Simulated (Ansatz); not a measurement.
System: CH₄BS₂ (charge 0, doublet). It need not be the lowest isomer of its formula. SMILES: SB(S)[CH2]
Geometry from a B3LYP-D3(BJ)/def2-TZVP (Ansatz, a first-principles code) optimisation:
```
B
C 1 1.5158
H 2 1.0840 1 122.94
H 2 1.0846 3 114.56 1 180.00
S 1 1.8138 2 123.17 3 0.00
H 5 1.3437 1 97.56 2 0.00
S 1 1.8150 2 117.37 3 180.00
H 7 1.3442 1 99.11 2 180.00
```
Charge 0, spin multiplicity 2.

Wanted: atomisation energy (electronic, to ground-state atoms); the coupled-cluster value holds the core correlation from cc-pwCVTZ, in kcal/mol. Correlated levels leave the core frozen unless marked. UHF or UKS for open shells. Spin-orbit coupling is left out. No relativistic terms. Basis-set limits of correlation are two-point, X^-3; Hartree-Fock from the larger set.

Level to compare with: CCSD(T)/CBS(aug-cc-pV(T+d)Z,aug-cc-pV(Q+d)Z) plus the core term (Ansatz), 666.7 kcal/mol. It is a level with limits of its own, and the differences hold the functionals' basis error too.

Task: Rank these functionals by how close they come to CCSD(T)/CBS(aug-cc-pV(T+d)Z,aug-cc-pV(Q+d)Z), closest first: r2SCAN/def2-TZVPD (Ansatz); PBE/def2-TZVPD (Ansatz); r2SCAN0/def2-TZVPD (Ansatz).

Result: r2SCAN0/def2-TZVPD (hybrid meta-GGA, 666.8 kcal/mol, difference 0.1), r2SCAN/def2-TZVPD (meta-GGA, 676.7 kcal/mol, difference 10.0), PBE/def2-TZVPD (GGA, 680.5 kcal/mol, difference 13.8)
